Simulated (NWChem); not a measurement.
System: SnH2O2Cl2; SMILES [Sn]([OH])([OH])([Cl])[Cl]

```xyz
7

O     -1.3923    -0.2023    -1.6151
Sn    -0.2477    -0.0098    -0.0048
O     -1.4522     0.1349     1.5768
Cl     1.1219     1.9103    -0.0769
Cl     1.1284    -1.9057     0.0624
H     -2.1571     0.4022    -1.5212
H     -0.9589     0.5477     2.3150
```
Atoms are numbered in this order, from 1.

All runs: NWChem. Medium grid unless said otherwise, to which SCAN and Minnesota functionals are sensitive. All runs use the structure optimised with PBE-D3(BJ)/def2-SVP. def2 effective core potentials on Sn; no spin-orbit coupling. Hybrids' shares of exact exchange are those that their runs print; pure functionals count as 0. The functionals differ in more than this share.

```csv
row,share of exact exchange,orbital gap (eV)
PBE/def2-SVP,0.00,3.86
"LDA (Slater exchange, PW92)/def2-SVP",0.00,3.75
B3LYP/def2-SVP,0.20,5.82
B97-2/def2-SVP,0.21,6.04
r2SCAN0/def2-SVP,0.25,6.80
M05-2X/def2-SVP,0.56,9.18
Hartree-Fock/def2-SVP,1.00,withheld
```

**Question.** Fit a straight line of the last column on the one before it, predict the withheld value, and compare with the run.

**Answer.** 
1. Means of the 6 shown rows: x = 0.203, y = 5.908. Slope Σ(x − x̄)(y − ȳ)/Σ(x − x̄)² = 2.065/0.2121 = 9.735; intercept 3.929.
2. The shown rows scatter about the line by 0.214 (root mean square); the largest residual is +0.44, at r2SCAN0/def2-SVP.
3. At x = 1.00 (Hartree-Fock/def2-SVP; beyond the shown range) the line gives 13.66.
4. The run gives 13.80, +0.14 from the line, 0.7 times the scatter.
